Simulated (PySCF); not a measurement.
F6Re (SMILES [F][Re]([F])([F])([F])([F])[F]), doublet, at a GFN2-xTB geometry (such geometries of metal compounds can be far from the true shape) (core potentials on Re); DF-B3LYP/def2-SV(P) run with PySCF.

The PySCF input:
```python
from pyscf import gto, scf, dft

mol = gto.M(
    atom='''
Re   -0.000000    0.000000    0.000000
F     1.079769   -0.459373   -1.367109
F    -1.079769    0.459373    1.367109
F    -1.145970    0.763622   -1.161700
F    -0.875651   -1.565813   -0.165465
F     0.875651    1.565813    0.165465
F     1.145970   -0.763622    1.161700
''',
    basis='def2-sv(p)',
    ecp={'Re': 'def2-sv(p)'},
    charge=0,
    spin=1,
    verbose=4,
)

mf = dft.UKS(mol)
mf.xc = 'b3lyp'
mf.grids.atom_grid = (75, 302)
mf = mf.density_fit(auxbasis='def2-universal-jkfit')
mf.kernel()
```

The log (banner, timings and long lists left out):

```
PySCF version 2.14.0

[INPUT] verbose = 4
[INPUT] num. atoms = 7
[INPUT] num. electrons = 69
[INPUT] charge = 0
[INPUT] spin (= nelec alpha-beta = 2S) = 1
[INPUT] symmetry False subgroup None
[INPUT] Mole.unit = angstrom
[INPUT] Symbol           X                Y                Z      unit          X                Y                Z       unit  Magmom
[...]
nuclear repulsion = 475.475345421862
number of shells = 47
number of NR pGTOs = 194
number of NR cGTOs = 109
basis = def2-sv(p)
ecp = {'Re': 'def2-sv(p)'}

******** <class 'pyscf.df.df_jk.DFUKS'> ********
method = DFUKS
initial guess = minao
damping factor = 0
level_shift factor = 0
DIIS = <class 'pyscf.scf.diis.CDIIS'>
diis_start_cycle = 1
diis_space = 8
diis_damp = 0
SCF conv_tol = 1e-09
SCF conv_tol_grad = None
SCF max_cycles = 50
direct_scf = False
number electrons alpha = 35  beta = 34
XC library pyscf.dft.libxc version 7.1.2
    S. Lehtola, C. Steigemann, M. J. T. Oliveira, and M. A. L. Marques,  SoftwareX 7, 1–5 (2018)
XC functionals = b3lyp
    P. J. Stephens, F. J. Devlin, C. F. Chabalowski, and M. J. Frisch,  J. Phys. Chem. 98, 11623 (1994)
radial grids:
    Treutler-Ahlrichs [JCP 102, 346 (1995); DOI:10.1063/1.469408] (M4) radial grids

becke partition: Becke, JCP 88, 2547 (1988); DOI:10.1063/1.454033
pruning grids: <function nwchem_prune>
grids dens level: 3
symmetrized grids: False
atomic radii adjust function: <function treutler_atomic_radii_adjust>
User specified grid scheme (75, 302)
small_rho_cutoff = 0
Set gradient conv threshold to 3.16228e-05
tot grids = 99440
******** <class 'pyscf.df.df.DF'> ********
auxbasis = def2-universal-jkfit
init E= -664.845846919853

cycle= 1 E= -676.361049175387  delta_E= -11.5  |g|= 1.26  |ddm|= 5.62
cycle= 2 E= -672.519310141658  delta_E= 3.84  |g|= 3.33  |ddm|= 3.19
cycle= 3 E= -676.880098636236  delta_E= -4.36  |g|= 0.451  |ddm|= 2.61
cycle= 4 E= -676.93706703039  delta_E= -0.057  |g|= 0.234  |ddm|= 0.482
cycle= 5 E= -676.954547633837  delta_E= -0.0175  |g|= 0.0578  |ddm|= 0.192
cycle= 6 E= -676.955966126653  delta_E= -0.00142  |g|= 0.00789  |ddm|= 0.0555
cycle= 7 E= -676.955990499989  delta_E= -2.44e-05  |g|= 0.00496  |ddm|= 0.0116
cycle= 8 E= -676.956003983894  delta_E= -1.35e-05  |g|= 0.00101  |ddm|= 0.00704
cycle= 9 E= -676.956014094859  delta_E= -1.01e-05  |g|= 0.000961  |ddm|= 0.012
cycle= 10 E= -676.956031386617  delta_E= -1.73e-05  |g|= 0.00103  |ddm|= 0.0209
cycle= 11 E= -676.956044748789  delta_E= -1.34e-05  |g|= 0.001  |ddm|= 0.0163
[...]
cycle= 22 E= -676.956335175384  delta_E= -3.96e-07  |g|= 0.000156  |ddm|= 0.00752
cycle= 23 E= -676.956335860847  delta_E= -6.85e-07  |g|= 0.000119  |ddm|= 0.0106
cycle= 24 E= -676.956335958483  delta_E= -9.76e-08  |g|= 0.000117  |ddm|= 0.00144
cycle= 25 E= -676.956335713702  delta_E= 2.45e-07  |g|= 0.000133  |ddm|= 0.00256
cycle= 26 E= -676.956336019344  delta_E= -3.06e-07  |g|= 0.000113  |ddm|= 0.00358
cycle= 27 E= -676.956335863689  delta_E= 1.56e-07  |g|= 0.000109  |ddm|= 0.00211
cycle= 28 E= -676.956336435987  delta_E= -5.72e-07  |g|= 0.000106  |ddm|= 0.0156
cycle= 29 E= -676.956336256229  delta_E= 1.8e-07  |g|= 0.000105  |ddm|= 0.00476
cycle= 30 E= -676.956336264881  delta_E= -8.65e-09  |g|= 0.000107  |ddm|= 0.00037
cycle= 31 E= -676.956336127676  delta_E= 1.37e-07  |g|= 0.000107  |ddm|= 0.0015
cycle= 32 E= -676.956336036884  delta_E= 9.08e-08  |g|= 0.000105  |ddm|= 0.00313
cycle= 33 E= -676.956336122214  delta_E= -8.53e-08  |g|= 0.000102  |ddm|= 0.00528
cycle= 34 E= -676.956336482761  delta_E= -3.61e-07  |g|= 0.000111  |ddm|= 0.00661
cycle= 35 E= -676.956337567494  delta_E= -1.08e-06  |g|= 0.000109  |ddm|= 0.012
cycle= 36 E= -676.956340405218  delta_E= -2.84e-06  |g|= 0.000129  |ddm|= 0.0342
cycle= 37 E= -676.956340556058  delta_E= -1.51e-07  |g|= 0.000114  |ddm|= 0.00302
cycle= 38 E= -676.95634386612  delta_E= -3.31e-06  |g|= 0.000225  |ddm|= 0.0533
cycle= 39 E= -676.956342891724  delta_E= 9.74e-07  |g|= 9.57e-05  |ddm|= 0.0153
cycle= 40 E= -676.956345804812  delta_E= -2.91e-06  |g|= 0.000492  |ddm|= 0.0783
cycle= 41 E= -676.956345246753  delta_E= 5.58e-07  |g|= 0.000273  |ddm|= 0.0266
cycle= 42 E= -676.956345720165  delta_E= -4.73e-07  |g|= 0.000635  |ddm|= 0.0565
cycle= 43 E= -676.956344436048  delta_E= 1.28e-06  |g|= 9.34e-05  |ddm|= 0.0677
cycle= 44 E= -676.956345232527  delta_E= -7.96e-07  |g|= 6.71e-05  |ddm|= 0.0306
cycle= 45 E= -676.956345142904  delta_E= 8.96e-08  |g|= 7.27e-05  |ddm|= 0.00211
cycle= 46 E= -676.956345343229  delta_E= -2e-07  |g|= 8.73e-05  |ddm|= 0.0179
cycle= 47 E= -676.956345363674  delta_E= -2.04e-08  |g|= 9.85e-05  |ddm|= 0.00193
cycle= 48 E= -676.95634494817  delta_E= 4.16e-07  |g|= 6.5e-05  |ddm|= 0.0337
cycle= 49 E= -676.956345321082  delta_E= -3.73e-07  |g|= 6.73e-05  |ddm|= 0.0295
cycle= 50 E= -676.956345328475  delta_E= -7.39e-09  |g|= 6.18e-05  |ddm|= 0.00793
SCF not converged.
SCF energy = -676.956345328475 after 50 cycles  <S^2> = 0.75224067  2S+1 = 2.0022394
```

The run did not converge; its last values are not results.
